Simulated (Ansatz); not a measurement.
fluorine atom (F), doublet. Base run: PBE/3-21G (Ansatz, a program for electronic structure).

Here is a job for Ansatz.
Ansatz 0.2 input:
```yaml
crystal:
  periodic: [false, false, false]
  atoms:
    - {symbol: F, position_ang: [0.00000000, 0.00000000, 0.00000000]}
basis:
  gaussian:
    orbitals: 3-21G.json
hamiltonian:
  xc: pbe
magnetization: {spin_polarized: true, initial_magnetization: 1}
```
The basis file holds 3-21G in the JSON format of the Basis Set Exchange.

Each row names what was changed in the base input (with any setting that the change needs).

| change | basis functions | E (Eh) |
|---|---|---|
| base | 9 | -99.07704 |
| basis = cc-pVTZ-DK; relativity = spin-free X2C | 30 | -99.75005 |
| basis = cc-pVTZ-DK; relativity = spin-free X2C; nucleus = Gaussian | 30 | -99.75002 |
| basis = ANO-RCC-VDZP; relativity = spin-free X2C; nucleus = Gaussian | 14 | -99.76024 |
| basis = x2c-SVPall; relativity = none | 14 | -99.53720 |
| basis = ANO-RCC-VDZP; relativity = spin-free X2C | 14 | -99.76026 |
| basis = x2c-SVPall; relativity = spin-free X2C | 14 | -99.62749 |
| basis = x2c-SVPall; relativity = spin-free X2C; nucleus = Gaussian | 14 | -99.62747 |
| basis = ANO-RCC-VDZP; relativity = none | 14 | -99.66089 |
| basis = cc-pVTZ-DK; relativity = none | 30 | -99.65464 |

Absolute energies of different levels of theory aren't comparable as measures of quality.

Ansatz warned in this series: the basis is contracted for relativity, which the run leaves out.

Basis sets contracted for a relativistic Hamiltonian are a mismatch without it, so the rows without relativity aren't non-relativistic limits. No row has spin-orbit coupling; sets with core potentials leave out the core electrons.
